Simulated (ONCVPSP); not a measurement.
# Before and after: ONCV potential for germanium

* Element: Ge
* Generator: ONCVPSP 4.0.1
* Type: optimised norm-conserving Vanderbilt (ONCV)
* Functional: PBEsol
* Relativity: scalar-relativistic
* Frozen core: [Ar] 3d10
* Valence charge: 4
* Reference configuration: 4s1.5 4p2.5
* Partial waves: 4s: rc 1.85 bohr, ncon 4, nbas 7, qcut 2.7 1/bohr, 2 projectors, debl 3.9 Ha; 4p: rc 2.15 bohr, ncon 4, nbas 8, qcut 4.2 1/bohr, 1 projector; d scattering state at 0.1 Ha: rc 1.95 bohr, ncon 5, nbas 8, qcut 4.4 1/bohr, 3 projectors, debl 2.1 Ha
* Local potential: polynomial inside 1.15 bohr (lpopt 5, dvloc0 2 Ha)
* Core correction: Teter function, fcfact 3.25, rcfact 1.15

All-electron outer shells of the reference configuration (PBEsol, scalar-relativistic, ld1.x):

```
shell  level (eV)  outermost node (bohr)  outermost maximum (bohr)
   3p     -116.34                   0.23                      0.54
   3d      -30.20                      –                      0.50
   4s      -12.24                   0.77                      1.73
   4p       -4.25                   0.82                      2.19
```

Change: core correction Teter function, fcfact 7.5, rcfact 1.15.

Cutoffs: the cutoffs (Ha) at which the residual kinetic energy of the hardest occupied pseudo-wave falls to 1 and 0.1 mHa per electron; they do not see the model core or the augmentation charge, which bear on the density cutoff. Errors are all-electron minus pseudo energies relative to the spin-unpolarised reference configuration.

**Question.** Predict the effect on cutoff, ghosts and configuration errors.

**Answer.** The potential gets neither clearly harder nor softer (29 Ha and 36 Ha → 29 Ha and 36 Ha); both files keep a bound ghost (d); of the 4 tests that both files solve, the error grows in 2 and shrinks in 2 by more than 15 % and 0.3 meV (median size 8.6 → 3.4 meV). A model core, the more so a compact one, raises the density cutoff, which this test does not measure.

```tsv
quantity	base	changed
cutoff, loose	29 Ha	29 Ha
cutoff, tight	36 Ha	36 Ha
bound ghosts	d	d
GHOST(+) flags under 300 eV	s at 117.8 eV	s at 117.8 eV
error for 4s2 4p2, meV [ΔE -3.96 eV]	-1.4	-2.5
error for 4s2 4p1, meV [ΔE 3.50 eV]	-2.8	-0.3
error for 4s2 4p0, meV [ΔE 18.94 eV]	-19	-4.4
error for 4s0 4p4, meV [ΔE 12.26 eV]	-14	-25
s: phases at 1.87 bohr within 0.05 rad from the reference energy up to (Ha; the scan ends near 5)	4.1	4.1
p: phases at 2.18 bohr within 0.05 rad from the reference energy up to (Ha; the scan ends near 5)	1.3	1.3
d: phases at 1.98 bohr within 0.05 rad from the reference energy up to (Ha; the scan ends near 5)	to the end of the scan	to the end of the scan
rms error of d²Exc/dni dnj with the model core, mHa	2.78	1.29
```

Base: The cutoffs count occupied waves only; projector 3 of the d channel, the hardest unoccupied one, needs 95 Ha at the loose tolerance. Changed file: The cutoffs count occupied waves only; projector 3 of the d channel, the hardest unoccupied one, needs 95 Ha at the loose tolerance. A true bound ghost makes a file unfit for plane-wave use even where its test errors are small: the radial tests pick states by their node count and pass the ghost by.
